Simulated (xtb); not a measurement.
Cl$_{2}$NbO (SMILES [O]=[Nb+]([Cl])[Cl]), charge +1, singlet, at a GFN2-xTB geometry (such geometries of metal compounds can be far from the true shape) (the multiplicity is a formal guess); GFN1-xTB in xtb.

Input for xtb:
```
$ xtb mol.xyz --gfn 1 --chrg 1 --ohess --json

# file mol.xyz
4

Nb     0.44595350     0.29895604     0.07331566
O      1.46993188    -0.94361898    -0.44723207
Cl    -0.76328112    -0.71153418     1.62148469
Cl    -1.00398643     0.43457855    -1.58784266
```

Q: Write the output that xtb gives for this input, abridged.

A: 
```
   ID    Z sym.   atoms
    1   41 Nb     1
    2    8 O      2
    3   17 Cl     3, 4

           -------------------------------------------------
          |                Calculation Setup                |
           -------------------------------------------------

           -------------------------------------------------
          |                 G F N 1 - x T B                 |
           -------------------------------------------------

          ...................................................
          :                      SETUP                      :
          :.................................................:
          :  # basis functions                  34          :
          :  # atomic orbitals                  31          :
          :  # shells                           11          :
          :  # electrons                        24          :
          :  # halogen bonds                     2          :
          :  max. iterations                   250          :
          :  Hamiltonian                  GFN1-xTB          :
          :  restarted?                      false          :
          :  GBSA solvation                  false          :
          :  PC potential                    false          :
          :  electronic temp.          300.0000000     K    :
          :  accuracy                    1.0000000          :
          :  -> integral cutoff          0.2500000E+02      :
          :  -> integral neglect         0.1000000E-07      :
          :  -> SCF convergence          0.1000000E-05 Eh   :
          :  -> wf. convergence          0.2000000E-04 e    :
          :  Broyden damping             0.4000000          :
          :  net charge                          1          :
          :  unpaired electrons                  0          :
          ...................................................

 iter      E             dE          RMSdq      gap      omega  full diag
   1    -14.6997946 -0.146998E+02  0.703E+00    1.91       0.0  T
   2    -14.6066288  0.931658E-01  0.653E+00    1.62       1.0  T
   3    -14.6976225 -0.909937E-01  0.445E+00    2.11       1.0  T
   4    -14.7293915 -0.317690E-01  0.132E+00    1.87       1.0  T
   5    -14.7383686 -0.897712E-02  0.327E-01    1.92       1.0  T
   6    -14.7388109 -0.442272E-03  0.726E-02    1.91       1.0  T
   7    -14.7388283 -0.173991E-04  0.742E-03    1.91       6.7  T
   8    -14.7388286 -0.339398E-06  0.184E-03    1.91      27.1  T
[...]
         :: total energy             -14.686093148771 Eh    ::
 * total energy  :   -14.6860931 Eh     change        0.5329071E-14 Eh
 * total energy  :   -14.6880061 Eh     change       -0.1912977E-02 Eh
 * total energy  :   -14.6887081 Eh     change       -0.7019727E-03 Eh
 * total energy  :   -14.6887342 Eh     change       -0.2606385E-04 Eh
 * total energy  :   -14.6887523 Eh     change       -0.1815208E-04 Eh
 * total energy  :   -14.6887532 Eh     change       -0.8474201E-06 Eh
 * total energy  :   -14.6887539 Eh     change       -0.7876085E-06 Eh
   *** GEOMETRY OPTIMIZATION CONVERGED AFTER 7 ITERATIONS ***
         :: total energy             -14.688753949900 Eh    ::
[...]
          :.................................................:

    mode    ω/cm⁻¹     T·S(HO)/kcal·mol⁻¹    T·S(FR)/kcal·mol⁻¹   T·S(vib)
   ------------------------------------------------------------------------
       1    111.72    -0.96565 ( 96.14%)    -0.81819 (  3.86%)    -0.95996
       2    147.58    -0.80596 ( 98.70%)    -0.73577 (  1.30%)    -0.80505
       3    179.25    -0.69654 ( 99.40%)    -0.67820 (  0.60%)    -0.69643
   ------------------------------------------------------------------------

   temp. (K)  partition function   enthalpy   heat capacity  entropy
                                   cal/mol     cal/K/mol   cal/K/mol   J/K/mol
 298.15  VIB   10.8                 1604.739      8.832     10.086
         ROT  0.241E+06              888.752      2.981     27.604
         INT  0.259E+07             2493.491     11.813     37.691
         TR   0.233E+28             1481.254      4.968     41.448
         TOT                        3974.7454    16.7807    79.1387   331.1164

       T/K    H(0)-H(T)+PV         H(T)/Eh          T*S/Eh         G(T)/Eh
   ------------------------------------------------------------------------
    298.15    0.633416E-02    0.116225E-01    0.376014E-01   -0.259789E-01
   ------------------------------------------------------------------------

         :::::::::::::::::::::::::::::::::::::::::::::::::::::
         ::                  THERMODYNAMIC                  ::
         :::::::::::::::::::::::::::::::::::::::::::::::::::::
         :: total free energy         -14.714732814655 Eh   ::
         ::.................................................::
         :: total energy              -14.688753949900 Eh   ::
         :: zero point energy           0.005288339088 Eh   ::
         :: G(RRHO) w/o ZPVE           -0.031267203842 Eh   ::
         :: G(RRHO) contrib.           -0.025978864754 Eh   ::
         :::::::::::::::::::::::::::::::::::::::::::::::::::::

optimized geometry written to: xtbopt.xyz

           -------------------------------------------------
          | TOTAL ENERGY              -14.688753949900 Eh   |
          | TOTAL ENTHALPY            -14.677131450828 Eh   |
          | TOTAL FREE ENERGY         -14.714732814655 Eh   |
          | GRADIENT NORM               0.000182364802 Eh/α |
          | HOMO-LUMO GAP               1.902739058386 eV   |
           -------------------------------------------------

normal termination of xtb
```
